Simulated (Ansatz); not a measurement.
Cartesian coordinates in Å:
```
C 0.998 2.107 -0.290
C 0.301 0.995 -0.514
N -0.427 0.279 0.421
Si -1.061 -1.304 0.187
S 0.127 -2.905 0.961
H 1.511 2.599 -1.105
H 1.068 2.555 0.695
H 0.255 0.577 -1.516
H -0.377 0.655 1.357
H -1.234 -1.440 -1.278
H -2.331 -1.449 0.936
H 1.170 -2.671 0.146
```

The species carries charge 0 and has multiplicity 1.

Question: List the CAM-B3LYP/def2-TZVPP orbital energies in eV (the Gaussian-basis code of Ansatz). (An estimate is asked.)

Answer: Ansatz gave: Occupied: -2419.69, -1801.86, -391.78, -279.93, -278.23, -217.76, -162.34, -162.25, -162.15, -146.34, -101.69, -101.67, -101.64, -27.17, -22.45, -22.04, -18.34, -17.26, -14.99, -14.59, -13.07, -12.51, -12.11, -11.99, -11.29, -10.52, -8.98, -7.58. Lowest empty: 1.31, 1.57, 1.65, 2.03, 2.45, 2.79, 3.10, 3.28.
